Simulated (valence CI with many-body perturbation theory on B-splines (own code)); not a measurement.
## Ba²⁴⁺: fill in the table

Level of theory: configuration interaction combined with many-body perturbation theory (CI+MBPT): four valence electrons over a frozen Dirac-Fock core [Ar] 3d10, a basis of 11 s, 11 p, 10 d, 8 f, 5 g, 2 h functions for each j, with the one-electron correlation potential Σ1, the two-electron term Σ2, the three-electron term Σ3, Breit, model QED; selected CI, second order for the rest, scaled by the run's own slope (own B-spline code, finite nucleus).

No measured spectrum was set against this ion. As an estimate, levels hold to about 250 cm⁻¹ or 0.2 % of their energy and the worst to 1 %, as in measured heavy ions of charge 2 to 7; those with d or f electrons hold less well. Among the levels kept, up to 470 cm⁻¹ of a level comes from second order outside the variational space, and about a tenth of that is noise between levels of different J, which matters for small intervals.

| Level | E (cm⁻¹) |
| --- | --- |
| (4s^2 4p1/2^2) J=0 | 0 |
| (4s^2 4p1/2 4p3/2) J=1 | ? |
| (4s^2 4p1/2 4p3/2) J=2 | 164830 |
| (4s^2 4p3/2^2) J=2 | 324580 |
| (4s^2 4p3/2^2) J=0 | 374590 |
| (4s 4p1/2^2 4p3/2) J=2 | 571540 |
| (4s 4p1/2^2 4p3/2) J=1 | 648410 |
| (4s 4p1/2 4p3/2^2) J=2 [a] | 711110 |
| (4s 4p1/2 4p3/2^2) J=3 | 749490 |
| (4s 4p1/2 4p3/2^2) J=0 | ? |
| (4s 4p1/2 4p3/2^2) J=1 [a] | 811660 |
| (4s 4p1/2 4p3/2^2) J=2 [b] | 813170 |
| (4s 4p1/2 4p3/2^2) J=1 [b] | ? |
| (4s^2 4p1/2 4d3/2) J=2 | ? |
| (4s 4p3/2^3) J=2 | 945930 |
| (4s^2 4p1/2 4d5/2) J=3 | ? |
| (4s^2 4p1/2 4d3/2) J=1 | ? |
| (4s^2 4p1/2 4d5/2) J=2 | 985200 |
| (4s 4p3/2^3) J=1 | 1029100 |
| (4s^2 4p3/2 4d5/2) J=4 | 1089600 |

Levels are named by their leading jj configuration (3d3/2^4 stands for four electrons in 3d with j = 3/2), which in mixed levels can hold well under half, so a name can repeat and another be missing. Letters in brackets count levels of one name in rising energy.

Question: The levels stand in rising order. What does the calculation give for the missing energies?

Answer: (4s^2 4p1/2 4p3/2) J=1 143430; (4s 4p1/2 4p3/2^2) J=0 793700; (4s 4p1/2 4p3/2^2) J=1 [b] 857660; (4s^2 4p1/2 4d3/2) J=2 900940; (4s^2 4p1/2 4d5/2) J=3 963120; (4s^2 4p1/2 4d3/2) J=1 983740.
